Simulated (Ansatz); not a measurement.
Ansatz (a program for electronic structure) input (B3LYP/LANL2DZ): The .json file is the Basis Set Exchange's LANL2DZ.

Ansatz 0.2 input:
```yaml
crystal:
  periodic: [false, false, false]
  atoms:
    - {symbol: Zr, position_ang: [-0.00000000, 0.00000000, 0.00000000]}
    - {symbol: F, position_ang: [1.88532173, -0.28673093, -0.17314437]}
    - {symbol: F, position_ang: [-0.88962451, -0.44385382, 1.63651876]}
    - {symbol: F, position_ang: [-0.99569722, 0.73058474, -1.46337439]}
basis:
  gaussian:
    orbitals: LANL2DZ.json
hamiltonian:
  xc: {name: B3LYP}
magnetization: {spin_polarized: true, initial_magnetization: 1}
relax: {f_tol: 0.003, max_steps: 120}
```

Question: What final total energy does it give?

Answer: -346.36447 Eh.
